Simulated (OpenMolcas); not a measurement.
3s2 3p3 along the 15-electron sequence

| Quantity | Value |
| --- | --- |
| Program | OpenMolcas 26.06 |
| Method | XMS-CASPT2, IPEA 0.25 Eh, imaginary shift 0.1 Eh |
| Basis | ANO-RCC-VTZP |
| Scalar Hamiltonian | DKH2, point nucleus |
| Spin-orbit coupling | RASSI with atomic mean-field integrals over the reference wave functions, term energies averaged over their components |

Active space for each ion: 3 electrons in 3 orbitals (3p); closed shells correlated by CASPT2: 2s 2p 3s.

Computed levels in cm-1 above 4S* 3/2:

| Level | P | Cl2+ | Ar3+ |
| --- | --- | --- | --- |
| 2D* 3/2 | 11510 | 18650 | 21830 |
| 2D* 5/2 | 11520 | 18700 | 21930 |
| 2P* 1/2 | 19400 | 31280 | 36490 |
| 2P* 3/2 | 19410 | 31350 | 36630 |
| weight of 4S* in the lowest level (%) | 100 | 100 | 100 |

Measured, with the error of the calculation in %. Measured levels: P from NIST Handbook of Basic Atomic Spectroscopic Data; Cl2+ from Moore, Atomic Energy Levels, vol. I, NSRDS-NBS 35 (1971 reprint of NBS Circular 467, 1949); Ar3+ from Saloman, J. Phys. Chem. Ref. Data 39, 033101 (2010).

| Level | P | Cl2+ | Ar3+ |
| --- | --- | --- | --- |
| 2D* 3/2 | 11361 (+1.3) | 18053 (+3.3) | 21091 (+3.5) |
| 2D* 5/2 | 11377 (+1.2) | 18120 (+3.2) | 21220 (+3.4) |
| 2P* 1/2 | 18723 (+3.6) | 29812 (+4.9) | 34855 (+4.7) |
| 2P* 3/2 | 18748 (+3.5) | 29907 (+4.8) | 35032 (+4.5) |

2D* 3/2 changes by a factor of 1.9 over the same range, with steps per unit of Z of +3570, +3180 cm-1.

CASPT2 breaks the degeneracy within a term, and the mean is taken; among the terms shown or strongly mixed into the levels shown the widest spread is 2100 cm-1 (3s2 3p3 2D*, P). With the s shell closed, the reference lacks s² → p² mixing. Measured partners are found by configuration, term and J. A level has none where our copy of the source lacks it or the pairing is in doubt (some pairs that miss far off the trend of their configuration count as doubtful), and it then counts in no deviation. Levels of configurations outside the active space are missing.

* marks odd parity.
